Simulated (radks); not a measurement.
All-electron atom: the nitrogen ion N3+ in [He] 2s1.5 2p0.5 (fractional occupations, a model configuration). Method: scalar-relativistic Kohn-Sham, LDA (Slater exchange, Perdew-Wang correlation), spin-unpolarised, spherical densities, point nucleus; computed with a radial shooting solver on a logarithmic mesh with Libxc functionals.

Normalised radial functions P(r) = r R(r), r in bohr:

| r | 1s | 2s | 2p |
|---|---|---|---|
| 0.01939 | 0.5932 | 0.1647 | 0.0051 |
| 0.02628 | 0.7659 | 0.2123 | 0.0091 |
| 0.03533 | 0.9666 | 0.2671 | 0.0159 |
| 0.0475 | 1.1940 | 0.3281 | 0.0275 |
| 0.06437 | 1.4399 | 0.3914 | 0.0477 |
| 0.08654 | 1.6622 | 0.4424 | 0.0800 |
| 0.1164 | 1.8241 | 0.4650 | 0.1313 |
| 0.1577 | 1.8713 | 0.4324 | 0.2117 |
| 0.212 | 1.7533 | 0.3176 | 0.3243 |
| 0.285 | 1.4608 | 0.1000 | 0.4728 |
| 0.3863 | 1.0301 | -0.2244 | 0.6523 |
| 0.5194 | 0.5953 | -0.5849 | 0.8229 |
| 0.6983 | 0.2622 | -0.8838 | 0.9369 |
| 0.9464 | 0.0775 | -0.9961 | 0.9293 |
| 1.272 | 0.0145 | -0.8527 | 0.7671 |
| 1.711 | 0.0014 | -0.5387 | 0.4972 |
| 2.318 | 0.0001 | -0.2270 | 0.2274 |
| 3.117 | 0.0000 | -0.0598 | 0.0686 |

1s: eigenvalue -446.71 eV, 0 radial nodes, <r> = 0.230 bohr, 90 % of the charge inside 0.413 bohr. 2s: eigenvalue -67.438 eV, 1 radial node at r = 0.316 bohr, <r> = 1.11 bohr, 90 % of the charge inside 1.72 bohr. 2p: eigenvalue -56.716 eV, 0 radial nodes, <r> = 1.04 bohr, 90 % of the charge inside 1.69 bohr.
